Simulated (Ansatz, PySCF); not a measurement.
Spin states of H2O2Os (SMILES [OH][Os][OH]), each relaxed with B3LYP-D3(BJ)/def2-TZVP.
State 1 (charge 0, multiplicity 3):
```json
[
 {"atom": "Os", "x (Å)": "0.0918", "y (Å)": "-0.2856", "z (Å)": "0.0549"},
 {"atom": "O", "x (Å)": "1.5028", "y (Å)": "-0.0554", "z (Å)": "-1.1207"},
 {"atom": "H", "x (Å)": "1.6786", "y (Å)": "0.7438", "z (Å)": "-1.6325"},
 {"atom": "O", "x (Å)": "-1.3257", "y (Å)": "-0.5169", "z (Å)": "1.2225"},
 {"atom": "H", "x (Å)": "-2.0013", "y (Å)": "0.1440", "z (Å)": "1.4186"}
]
```
State 2 (charge 0, multiplicity 1):
```xyz
5

Os    -0.00390    -0.01578    -0.00746
O      1.34023     0.21455    -1.13147
H      2.06110     0.36472    -1.74579
O     -1.35516    -0.22325     1.11247
H     -2.09603    -0.31040     1.71503
```

Singlets are restricted, other states unrestricted; no spin–orbit coupling, no relativity up to Kr; see below for the cores. The largest T1 diagnostic is 0.028.

Correlated levels freeze the inner cores; with def2 sets outer-core shells near the valence are correlated too.

Codes used: Ansatz (an electronic-structure program); PySCF for the dispersion terms. Each number belongs to the level named beside it. In def2 rows elements past Kr take small-core potentials, without spin–orbit coupling.

PBE/def2-TZVPP gives 0.190 eV for the energy of the multiplicity-1 state less that of the multiplicity-3 state.

**Question.** Where do these levels fall relative to PBE: PBE-D3(BJ)/def2-TZVPP, r2SCAN/def2-TZVPP, PBE0/def2-TZVPP, wB97M-V/def2-TZVPP, B2PLYP/def2-TZVPP, CCSD(T)/def2-SVP.

**Answer.** PBE-D3(BJ)/def2-TZVPP 0.001; r2SCAN/def2-TZVPP 0.208; PBE0/def2-TZVPP 0.089; wB97M-V/def2-TZVPP -0.016; B2PLYP/def2-TZVPP -0.057; CCSD(T)/def2-SVP -0.116 eV. 3 of 6 lie above PBE; the widest gap is to r2SCAN/def2-TZVPP.

Doubts at one or more of the structures used: a restricted determinant that unrestricted orbitals would lower (B2PLYP/def2-TZVPP, CCSD(T)/def2-SVP).
